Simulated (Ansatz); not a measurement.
Z-matrix (Å, degrees):
```
Al
C 1 1.948
O 1 1.983 2 37.0
B 1 2.117 2 116.2 3 -95.5
H 1 1.585 2 114.3 3 90.6
H 2 1.105 1 169.8 3 -178.5
H 4 1.200 1 122.8 2 63.5
H 4 1.200 1 122.4 2 -115.2
```

Total charge 0; spin multiplicity 1. The bonds changed during the relaxation, so this is another structure than the one it started from.

(1) List the CAM-B3LYP/def2-TZVPP orbital energies in eV (Ansatz 0.2.0). (An estimate is asked.)

## Answers

(1) Ansatz gave: Occupied: -1526.08, -524.05, -281.43, -185.80, -114.12, -74.82, -74.74, -74.64, -32.10, -18.88, -16.20, -15.49, -14.32, -13.75, -11.28, -11.01, -8.98, -8.61. Lowest empty: -1.34, -0.54, 0.87, 2.30, 2.35, 3.20, 3.47, 3.71.
